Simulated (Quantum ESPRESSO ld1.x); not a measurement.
Values are calculated unless marked as measured or tabulated.
Au XLIV, configuration [Kr].

Level of theory: Dirac Kohn-Sham, LDA (Slater exchange, VWN5 correlation), spin-unpolarised, spherical densities, point nucleus; speed of light set to 685.18 atomic units (5 times the physical value, a model run) (ld1.x of Quantum ESPRESSO 7.5).

Energy parts (hartree):
| part | energy |
|---|---|
| total | -16686.53 |
| kinetic | 16762.99 |
| electron-nucleus | -36752.36 |
| Hartree | 3553.89 |
| exchange-correlation | -251.04 |

Orbitals (lengths in bohr, moments of r in powers of bohr; <r^-3> diverges for s and p1/2; r(max) is where P^2 peaks; r(90%) holds 90 % of the orbital's charge):
orbital  occ.  eigenvalue (hartree)  r(90%)   r(max)  <r^-3>  <1/r>  small-component weight
1s1/2       2              -2768.52  0.0340  0.01264       -  78.93                3.28e-03
2s1/2       2              -526.006   0.123  0.06882       -  18.62                7.30e-04
2p1/2       2              -508.844   0.109  0.05327       -  18.66                7.33e-04
2p3/2       4              -506.678   0.110  0.05354   17560  18.53                7.30e-04
3s1/2       2              -177.936   0.290   0.1869       -  7.322                2.54e-04
3p1/2       2              -170.062   0.282   0.1755       -  7.276                2.51e-04
3p3/2       4              -169.574   0.283   0.1761    3973  7.244                2.51e-04
3d3/2       4              -155.173   0.255   0.1379   707.4  7.162                2.46e-04
3d5/2       6              -155.042   0.255   0.1380   702.4  7.153                2.46e-04
4s1/2       2              -84.7479   0.555   0.3898       -  3.660                1.12e-04
4p1/2       2              -81.2725   0.554   0.3846       -  3.611                1.10e-04
4p3/2       4              -81.1127   0.555   0.3855    1301  3.600                1.10e-04

The highest occupied level is 4p3/2 at -2207.2 eV. The density falls to 0.001 e/bohr^3 at r = 0.99 bohr.
